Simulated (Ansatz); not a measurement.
SbTe₂⁺. The state is a singlet with charge 1. Geometry PBE0-D4/def2-SVP; atoms count from 1.

```xyz
3

Sb    0.7064   -0.1040    1.3137
Te   -0.1403   -1.3502   -0.8824
Te   -0.5662    1.4542   -0.4313
```

In the def2 sets Sb, Te take a core potential; there is no spin–orbit coupling. The structure comes from a short search, and lower isomers may exist.

Estimate the Mulliken populations from the PBE0/def2-TZVP orbitals of Ansatz.


```tsv
atom	charge (e)
Sb1	0.61
Te2	0.20
Te3	0.20
```
Mulliken values depend strongly on the basis.

And the Mayer bond orders between heavy atoms (over 0.3)?

Sb1–Te2 1.46 (2.66 Å); Sb1–Te3 1.46 (2.66 Å); Te2–Te3 1.11 (2.87 Å).
